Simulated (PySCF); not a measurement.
In(H)(F)(NH2) (FH3InN), SMILES [InH]([NH2])[F].

Geometry: B3LYP-D3(BJ)/def2-TZVP. The def2 effective core potentials stand for the cores of In; spin–orbit coupling is left out. Other conformers were not sampled.

These are HF/def2-TZVPD (PySCF) values and carry that method's errors.

Task: Estimate the frontier levels, gap, dipole moment and polarisability. (Estimate from the structure and the level; the computed values follow.)

Result: 
```
Property                                                                                                        Value
---------------------------------------------------------------------------------------------  ----------------------
highest occupied level                                                                                      -10.92 eV
lowest empty level                                                                                            0.79 eV
orbital gap                                                                                                  11.71 eV
dipole moment                                                                                                  3.64 D
quadrupole, principal values (traceless, Buckingham form, about the centre of nuclear charge)   -7.71, 0.43, 7.28 D·Å
mean static polarisability                                                                       39.7 bohr³ (5.88 Å³)
polarisability, principal values                                                               33.6, 37.9, 47.5 bohr³
```
